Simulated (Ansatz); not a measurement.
This geometry of AlH₇N₂O (11 atoms, charge 0, multiplicity 1) is a first-order saddle point.

Theory: RKS B3LYP-D4/6-31G* (Ansatz).

```xyz
11
Properties=species:S:1:pos:R:3
Al 0.158 -0.298 0.093
N 0.183 -0.238 2.019
H -0.638 0.126 2.495
H 1.005 0.106 2.511
N 1.617 0.337 -0.734
H 2.568 0.257 -0.397
H 1.627 0.538 -1.727
H -1.267 -0.050 -0.572
O 0.228 -2.183 0.621
H -0.565 -2.715 0.450
H 0.161 -1.623 1.611
```

(1) Which two structures does it join? (They come from a converged band through this point; their orientation in space is the band's.)

(2) How far does it lie above each of them?

Results:

(1) Bonds broken: O9–H11. Bonds formed: N2–H11.

Initial state:

```xyz
11
Properties=species:S:1:pos:R:3
Al 0.158 -0.239 0.171
N 0.197 -0.138 2.035
H -0.619 0.255 2.497
H 1.015 0.250 2.497
N 1.604 0.342 -0.715
H 2.523 0.472 -0.312
H 1.672 0.351 -1.726
H -1.270 -0.153 -0.532
O 0.227 -2.250 0.566
H -0.613 -2.696 0.364
H 0.185 -1.938 1.524
```

Final state:

```xyz
11
Properties=species:S:1:pos:R:3
Al 0.065 -0.606 0.053
N 0.154 -0.221 2.070
H -0.677 0.247 2.430
H 0.969 0.357 2.276
N 1.575 0.165 -0.594
H 2.463 -0.317 -0.680
H 1.516 0.874 -1.316
H -1.283 0.142 -0.389
O 0.058 -2.331 0.368
H -0.013 -2.930 -0.385
H 0.252 -1.122 2.539
```

(2) 1.4 kcal/mol above the first and 24.0 kcal/mol above the second. This is the barrier of this one path; another mechanism may lie lower. The orbitals stay closed-shell, which can raise the energy where a bond breaks towards radicals; this wasn't checked here.

Run time: 4.2 min on 1 thread of AMD EPYC 9R45 96-Core Processor (Zen 5) (shared host), peak memory 0.17 GiB.
